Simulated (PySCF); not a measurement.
A survey of 29Si NMR shifts

Averaged over atoms made equivalent by symmetry, fast rotation or ring inversion, single conformer, no solvent, non-relativistic. Coordinates at the GFN2-xTB level; shieldings: GIAO PBE0/pcSseg-1; PySCF.

Shieldings were converted by a linear fit to measured shifts: 29Si: δ = 279.94 − 0.822σ (rms 8.9 ppm, 72 shifts, 25.8 ppm with the 6 outliers that the fit left out vs TMS, solution or neat liquid). A few per cent of atoms miss by over 2 rms, more outside the fitted compound classes.

Q: Give the 29Si shifts of `CC[Si@H](C)[SiH2]CCl`, `CS[SiH2]S[Si@@H](F)[SiH3]`.

A: 
```tsv
compound	environment	δ (ppm)
[CH3:1][CH2:2][Si@H:3]([CH3:4])[SiH2:5][CH2:6][Cl:7]	Si3: silicon bonded to 2 C, Si, H	-38.0
[CH3:1][CH2:2][Si@H:3]([CH3:4])[SiH2:5][CH2:6][Cl:7]	Si5: silicon bonded to C, Si, 2 H	-65.2
[CH3:1][S:2][SiH2:3][S:4][Si@@H:5]([F:6])[SiH3:7]	Si5: silicon bonded to F, S, Si, H	21.1
[CH3:1][S:2][SiH2:3][S:4][Si@@H:5]([F:6])[SiH3:7]	Si3: silicon bonded to 2 S, 2 H	-15.9
[CH3:1][S:2][SiH2:3][S:4][Si@@H:5]([F:6])[SiH3:7]	Si7: silicon bonded to Si, 3 H	-102.1
```

Q: Match the shifts -0.8, -9.2, -18.6, -77.7 ppm to `CC[C@H]1CO[SiH2]O1`, `CC(C)OC(=O)[SiH3]`, `C[Si@](O)(S)OC=O`, `CC1([SiH](O)O)CC1`.

A: -0.8: C[Si@](O)(S)OC=O (silicon bonded to C, 2 O, S); -9.2: CC[C@H]1CO[SiH2]O1 (silicon bonded to 2 O, 2 H, in a 5-membered ring); -18.6: CC1([SiH](O)O)CC1 (silicon bonded to C, 2 O, H); -77.7: CC(C)OC(=O)[SiH3] (silicon bonded to C, 3 H).
